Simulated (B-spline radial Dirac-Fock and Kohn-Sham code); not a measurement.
**Relativistic shifts of the levels of Ta⁶⁺**

System: the Ta⁶⁺ ion, configuration 1s2 2s2 2p6 3s2 3p6 3d10 4s2 4p6 4d10 4f13 5s2 5p6.

Both columns are ΔSCF binding energies of the configuration average from a B-spline atomic structure program: non-relativistic Hartree-Fock with a point nucleus, and Dirac-Fock with a finite nucleus and the Coulomb interaction alone, averaged over the two j levels with weights 2j+1.

```csv
shell,Hartree-Fock (eV),Dirac-Fock (eV),shift (eV),shift (%)
1s,62512.1,67841.6,+5329.57,+8.53
2s,10418.5,11827.7,+1409.21,+13.53
2p,9962.3,10428.8,+466.47,+4.68
3s,2476.3,2822.4,+346.14,+13.98
3p,2265.6,2394.4,+128.80,+5.68
3d,1876.9,1860.0,-16.91,-0.90
4s,587.1,671.4,+84.31,+14.36
4p,498.4,527.6,+29.26,+5.87
4d,337.3,332.5,-4.72,-1.40
4f,128.4,119.0,-9.39,-7.31
5s,149.5,164.1,+14.55,+9.73
5p,119.0,122.7,+3.71,+3.11
```

Relativity binds 1s, 2s, 2p, 3s, 3p, 4s, 4p, 5s, 5p more strongly, among those listed most of all 4s in relative terms, and 3d, 4d, 4f more weakly, because the contracted s and p shells screen the nucleus better.

Values without a named source are computed, but for edge energies of neutral atoms, which are taken from tables.
